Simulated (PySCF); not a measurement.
Stepwise substitution at one centre (In NH2-H). Gas-phase values, no solvent. One relaxed conformer stands for each flexible species; it need not be the lowest. Strings in code marks are SMILES.

The S1–T1 gap (TDA) from two functionals at the same geometries (CAM-B3LYP-D3(BJ)/def2-TZVP), both in PySCF: PBE-D3(BJ)/def2-TZVP and CAM-B3LYP-D3(BJ)/def2-TZVP. Excitations are Tamm–Dancoff values on a coarser integration grid. The basis has no diffuse functions, so Rydberg states are missing or too high.

```json
[
 {"species": "0 of 3 NH2 replaced by H", "CAM-B3LYP-D3(BJ)/def2-TZVP (eV)": "0.60"},
 {"species": "1 of 3 NH2 replaced by H", "CAM-B3LYP-D3(BJ)/def2-TZVP (eV)": "0.51"},
 {"species": "2 of 3 NH2 replaced by H (`[NH2][InH2]`)", "CAM-B3LYP-D3(BJ)/def2-TZVP (eV)": "1.26"}
]
```

Question: What does PBE-D3(BJ)/def2-TZVP give for each?

Answer: 
- 0 of 3 NH2 replaced by H: 0.43
- 1 of 3 NH2 replaced by H: 0.40
- 2 of 3 NH2 replaced by H (`[NH2][InH2]`): 1.36
Over these rows, drawn at random from the members with no instability flagged (it was tested for open shells, ions and some series alone), PBE minus CAM-B3LYP-D3(BJ): mean -0.06 eV, from -0.17 eV to +0.10 eV.
